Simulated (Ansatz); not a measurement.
Sn5S5. Total charge 0; singlet. Geometry PBE0-D4/def2-SVP; atoms count from 1.

```xyz
10

Sn    1.433    0.126   -2.113
Sn    0.568    2.802    0.065
Sn   -2.378    0.558    0.293
Sn    0.717   -0.119    2.349
Sn   -0.461   -3.408   -0.436
S    -0.840    1.352   -1.621
S    -0.921    1.903    2.012
S     0.885   -2.343   -2.095
S    -1.136   -1.576    1.190
S     2.132    0.705    0.354
```

In the def2 sets Sn takes a core potential; there is no spin–orbit coupling. The structure comes from a short search, and lower isomers may exist.

Q: Estimate the Mulliken populations from the PBE0/def2-TZVP orbitals of Ansatz.

A: 
| atom | charge (e) |
| --- | --- |
| Sn1 | 0.52 |
| Sn2 | 0.50 |
| Sn3 | 0.54 |
| Sn4 | 0.54 |
| Sn5 | 0.55 |
| S6 | -0.52 |
| S7 | -0.53 |
| S8 | -0.54 |
| S9 | -0.54 |
| S10 | -0.52 |
Mulliken values depend strongly on the basis.

Q: And the Mayer bond orders between heavy atoms (over 0.3)?

A: Sn1–S6 0.65 (2.63 Å); Sn1–S8 0.83 (2.53 Å); Sn1–S10 0.65 (2.63 Å); Sn2–S6 0.71 (2.63 Å); Sn2–S7 0.71 (2.61 Å); Sn2–S10 0.71 (2.63 Å); Sn3–S6 0.76 (2.58 Å); Sn3–S7 0.70 (2.62 Å); Sn3–S9 0.66 (2.63 Å); Sn4–S7 0.70 (2.62 Å); Sn4–S9 0.66 (2.63 Å); Sn4–S10 0.76 (2.58 Å); Sn5–S8 1.26 (2.39 Å); Sn5–S9 0.80 (2.54 Å).
